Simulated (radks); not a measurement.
Values are calculated unless marked as measured or tabulated.
Valence configurations of Ar III (all share [Ne]). Code: a radial shooting solver on a logarithmic mesh with Libxc functionals. Model: non-relativistic Kohn-Sham, r2SCAN, spin-polarised, spherical densities, point nucleus; open shells are filled with parallel spins first; meta-GGA in the generalised Kohn-Sham scheme. Order these by energy: 3s1 3p5; 3s1.5 3p4.5; 3p6; 3s2 3p4; 3s0.5 3p5.5.

Answer. From the lowest, in eV above it: 3s2 3p4 0.000; 3s1.5 3p4.5 7.733; 3s1 3p5 15.407; 3s0.5 3p5.5 24.589; 3p6 32.872. NIST lists [Ne] 3s2 3p4 as the ground configuration; this level of theory agrees among the configurations tried. The energies are those of spherical high-spin densities, not of single terms.
